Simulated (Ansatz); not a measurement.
Cost and result up the ladder for CoBr₂ (3 atoms). Total charge 0; quartet. Geometry: PBE0-D4/def2-TZVP.

```xyz
3

Co    0.000    0.000    0.000
Br   -0.207    1.722   -1.403
Br    0.208   -1.722    1.403
```

Ansatz on 2 threads of Arm Neoverse N1 on a shared host. Times are rough, and most runs start from the orbitals of an earlier one. PBE0-D4/def2-TZVPD serves as the yardstick here, not as an exact answer. Differences are given only for rows in sets of like size (and for xTB, whose basis is part of the method), since another set adds its own error. Binding counts from free atoms at the same level (Co quartet, Br doublet; other spins of the atoms weren't run), without zero-point energy or a counterpoise term.

LC-ωPBE has ω = 0.4 bohr⁻¹. B3LYP takes the VWN-RPA correlation. HSE06 is defined as in plane-wave codes, on full-range PBE exchange. Correlated methods freeze 23 core orbitals; core or outer-core shells of Co, Br are correlated, in sets that lack core-valence functions. The rows differ in basis, and correlated rows in double-zeta sets carry the largest basis error.

Run but left out: LDA (SPW92)/def2-TZVP (an occupied level 0.03 eV above an empty one); HF/STO-3G (⟨S²⟩ 4.49, where a pure state has 3.75).

Correlated methods converge slowly with the basis, most of all in double-zeta sets.

| level | functions | wall time | binding energy per atom (eV) | difference from PBE0-D4/def2-TZVPD (eV) |
| --- | --- | --- | --- | --- |
| PBE-D4/def2-SVP | 95 | 20 s | 2.65 | – |
| BLYP-D4/def2-TZVP | 141 | 21 s | 2.32 | -0.07 |
| PBE-D4/def2-TZVPD | 162 | 27 s | 2.46 | 0.07 |
| HF/def2-TZVP | 141 | 33 s | 1.70 | -0.69 |
| PBE0-D4/def2-SVP | 95 | 43 s | 2.43 | – |
| RPA@PBE/def2-TZVP | 141 | 43 s | 2.04 | -0.35 |
| HSE06-D4/def2-TZVP | 141 | 44 s | 2.39 | 0.00 |
| B3LYP-D4/def2-TZVP | 141 | 48 s | 2.29 | -0.10 |
| PBE0-D4/def2-TZVPD | 162 | 55 s | 2.39 | 0.00 |
| LC-ωPBE/def2-TZVP | 141 | 57 s | 2.25 | -0.14 |
| r2SCAN-D4/def2-TZVP | 141 | 76 s | 2.48 | 0.09 |
| BHLYP-D4/def2-TZVP | 141 | 83 s | 2.35 | -0.04 |
| r2SCANh-D4/def2-TZVP | 141 | 94 s | 2.45 | 0.06 |
| CCSD(T)/def2-SVP | 95 | 2.2 min | 2.14 | – |
